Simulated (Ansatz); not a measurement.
In4P4H14⁺, a cluster cut from wurtzite InP (hydrogen-capped). The state is a doublet with charge 1. Geometry PBE-D4/def2-SVP; atoms count from 1.

```xyz
22

In   -0.2465   -1.9876   -2.1327
P    -2.2194   -0.5332   -1.1178
In    1.4850   -2.0899    1.4093
P     1.7131   -0.5808   -0.8545
P    -0.4831   -0.6226    2.4150
In   -2.0283    0.9676    1.0205
In    2.1304    2.0639   -0.9795
P    -0.2340    2.6432    0.1806
H    -0.4240   -3.6024   -1.5820
H     0.2728   -1.1522   -3.5718
H    -3.3744   -1.3586   -0.9393
H    -2.7335    0.3193   -2.1456
H     0.8921   -3.6765    1.1379
H     2.9652   -1.3219    1.9166
H     2.8828   -1.1713   -1.4444
H    -1.3467   -1.4564    3.1935
H     0.0411    0.1792    3.4779
H    -3.4920    1.5005    1.7530
H     1.9002    2.4468   -2.6424
H     3.2970    2.3620    0.2516
H    -0.9698    3.5545   -0.6411
H    -0.0278    3.5164    1.2951
```

In the def2 sets In takes a core potential; there is no spin–orbit coupling. Single mean-field runs in def2-TZVP are fitted with def2-universal-jkfit.

Question: Estimate the Mulliken populations from the PBE0/def2-TZVP orbitals of Ansatz.

Answer: 
```tsv
atom	charge (e)	spin (α − β)
In1	0.37	0.03
P2	-0.40	0.00
In3	0.37	0.03
P4	-0.42	0.76
P5	-0.40	0.00
In6	0.50	0.00
In7	0.41	-0.02
P8	-0.40	0.00
H9	-0.01	-0.01
H10	0.00	0.11
H11	0.15	0.00
H12	0.15	0.00
H13	-0.01	-0.01
H14	0.00	0.11
H15	0.16	-0.02
H16	0.15	0.00
H17	0.15	0.00
H18	-0.01	0.00
H19	-0.02	0.01
H20	-0.02	0.01
H21	0.15	0.00
H22	0.15	0.00
```
Mulliken values depend strongly on the basis.

Question: Where does the spin sit?

Answer: Summed by element: In 0.04, P 0.75, H 0.21, of 1 unpaired in all. Largest on single atoms: P4 0.76, H10 0.11, H14 0.11.

Question: And the Mayer bond orders between heavy atoms (over 0.3)?

Answer: In1–P2 0.61 (2.65 Å); In1–P4 0.49 (2.73 Å); P2–In6 0.67 (2.62 Å); In3–P4 0.49 (2.73 Å); In3–P5 0.61 (2.65 Å); P4–In7 0.51 (2.68 Å); P5–In6 0.67 (2.62 Å); In6–P8 0.73 (2.59 Å); In7–P8 0.53 (2.70 Å).
